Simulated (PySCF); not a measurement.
## Choosing a basis for TDDFT

CH₇NSSi.
Bonds: C1–N2, N2–Si3, Si3–S4. Hydrogens: H5, H6, H7 on C1; H8 on N2; H9, H10 on Si3; H11 on S4.

TDDFT with PBE0 (PySCF), vertical singlets, core orbitals frozen in the response, spherical d and f functions. The structure is a single PBE0-D3(BJ)/def2-SVP conformer in the gas phase; no vibrational or solvent corrections.

| basis | functions | diffuse | S1 (eV) | S2 (eV) | S3 (eV) | S4 (eV) | S5 (eV) | LUMO (eV) | α (au) |
| --- | --- | --- | --- | --- | --- | --- | --- | --- | --- |
| 6-31G* | 78 | no | 6.39 | 6.58 | 6.63 | 6.90 | 6.99 | 0.94 | 55.7 |
| 6-31+G* | 94 | yes | 5.67 | 5.91 | 6.12 | 6.30 | 6.51 | 0.00 | 63.5 |
| def2-SVP | 99 | no | 6.49 | 6.59 | 6.85 | 6.96 | 7.21 | 1.14 | 56.9 |
| def2-SVPD | 147 | yes | 5.91 | 6.07 | 6.26 | 6.46 | 6.64 | 0.24 | 71.2 |
| aug-cc-pVDZ | 163 | yes | 5.47 | 5.78 | 5.99 | 6.12 | 6.38 | -0.23 | 72.3 |
| def2-TZVP | 178 | no | 6.10 | 6.19 | 6.40 | 6.54 | 6.86 | 0.60 | 65.6 |
| def2-TZVPD | 226 | yes | 5.70 | 5.92 | 6.09 | 6.27 | 6.50 | 0.02 | 72.2 |

Question: Compare the sets with the largest diffuse one.

Answer: States are compared by their number. Against the largest diffuse basis here (def2-TZVPD, itself not a converged limit), sets without diffuse functions differ by up to 0.79 eV in S1 and 0.71 eV in S5; the smaller diffuse sets differ by up to 0.23 and 0.14 eV. State by state, the largest deviation of a set without diffuse functions is S1 0.79, S2 0.67, S3 0.76, S4 0.70, S5 0.71 eV. The same number needn't mean the same state in each row. Against def2-TZVPD the polarisability deviates by -23% in 6-31G*, -12% in 6-31+G*, -21% in def2-SVP, -1% in def2-SVPD, 0% in aug-cc-pVDZ, -9% in def2-TZVP. A single + in a Pople set puts diffuse functions on heavy atoms only.

Without π bonds the low states may be Rydberg-like; a valence basis with one diffuse set may place them up to an eV too high.
